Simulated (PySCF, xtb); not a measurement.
BF2, SMILES F[B]F (connectivity only; charge and spin as stated), charge +1, multiplicity 1.

GFN2-xTB run with xtb at its own geometry gives an orbital gap of 8.29 eV.

Geometry: PBE0-D3(BJ)/def2-TZVP. The spin state was assumed, not searched. The isomer is the one that the SMILES or the coordinates give; other isomers of the formula were not compared.

**Question.** What does PBE0/def2-TZVPD (PySCF) give? (Estimate from the structure and the level; the computed values follow.)

**Answer.** gap 14.31 eV (levels -22.69 and -8.39 eV).
